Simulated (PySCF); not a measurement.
## Working out the ionisation energy of Kr

Kr [Kr] (1S) → Kr+ [Ar] 3d10 4s2 4p5 (2P). Computed with PySCF 2.14 in pcseg-2, with the non-relativistic Hamiltonian (point nucleus). Frozen: [Ar] 3d10. Energies in hartree (1 hartree = 27.21139 eV):

```json
{"part": "UHF", "Kr (lower)": "-2752.024150", "Kr+ (upper)": "-2751.543031"}
{"part": "CCSD correlation", "Kr (lower)": "-0.186428", "Kr+ (upper)": "-0.156880"}
{"part": "(T)", "Kr (lower)": "-0.005375", "Kr+ (upper)": "-0.004041"}
```

What does Hartree-Fock give?

(-2751.543031) − (-2752.024150) = 0.481119 hartree = 13.092 eV.

What do CCSD and CCSD(T) give?

The CCSD correlation energies differ by 0.029548 hartree = 0.804 eV and the triples by 0.001334 hartree = 0.036 eV, so CCSD gives 13.896 eV and CCSD(T) 13.932 eV.

Measured between the centres of the two terms (NIST): 14.222 eV, so CCSD(T) (valence) is off by -0.290 eV.

The calculation is non-relativistic.

What remains against the reference includes basis incompleteness, the frozen core and higher excitations.
